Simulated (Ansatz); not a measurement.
CH5BO3 can be A, `BOC(O)O`, or B, `COB(O)O`.

Isolated molecules relaxed with PBE0-D4/def2-TZVP in Ansatz; ΔE leaves out vibrations. CCSD(T)/CBS adds triple-zeta CCSD(T) − MP2 to the extrapolated MP2 energy (def2 sets, frozen cores). DFT in def2-TZVPP. B3LYP here is the variant with VWN-RPA as its local correlation; programs differ in this. Each species was taken in one conformer, which may not be the lowest.

A:

Z-matrix (Å, degrees):
```
C
O 1 1.423
O 1 1.382 2 107.5
O 1 1.361 2 111.2 3 119.3
H 1 1.096 2 108.7 3 -122.8
B 2 1.347 1 121.0 3 141.4
H 3 0.962 1 108.6 2 -38.5
H 4 0.965 1 107.5 2 -72.9
H 6 1.195 2 116.9 1 177.2
H 6 1.201 2 120.1 1 -3.8
```

B:

```xyz
10

C    -0.8007   -1.2715    0.3413
O     0.4552   -0.6358    0.2156
B     0.5281    0.6663   -0.1733
O     1.7508    1.2696   -0.2911
O    -0.6075    1.3740   -0.4460
H    -1.4257   -0.7691    1.0843
H    -1.3360   -1.2816   -0.6117
H    -0.6197   -2.2978    0.6611
H     2.4674    0.6698   -0.0727
H    -0.4119    2.2761   -0.7077
```

Q: Which is lower in electronic energy at CCSD(T)/CBS, and by how much? (An estimate is asked.)

A: Computed: B, by 80.9 kcal/mol.

Q: Give E(B) − E(A) in kcal/mol with B3LYP, HF/def2-TZVPP, ωB97M-V, PBE0-D4, MP2/def2-TZVPP, CCSD(T)/def2-TZVPP, B3LYP-D4. (Estimate.)

A: Computed: B3LYP -80.3, HF/def2-TZVPP -81.8, ωB97M-V -79.7, PBE0-D4 -79.1, MP2/def2-TZVPP -82.0, CCSD(T)/def2-TZVPP -80.0, B3LYP-D4 -80.3. None reverses the order clearly.

Largest T1 diagnostic: 0.013.

From PBE to PBE0 (25 % exact exchange), in def2-TZVPP and without D4, E(B) − E(A) moves by −1.9 kcal/mol.
